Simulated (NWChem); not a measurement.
Species: CBr2ClF; SMILES FC(Cl)(Br)Br

This build's default masses of Se (78.918 u) and Br (79.917 u) are each other's, which moves their modes by up to 0.6 %.

### Question
Give the equilibrium geometry at PBE-D3(BJ)/def2-SVP (NWChem) as an XYZ file, with the point group.

### Answer
point group Cs; any orientation.
```
5

F      0.6095     1.6695     0.0000
C      0.4210     0.3457     0.0000
Cl     1.9992    -0.4728     0.0000
Br    -0.5977    -0.1368    -1.6103
Br    -0.5977    -0.1368     1.6103
```
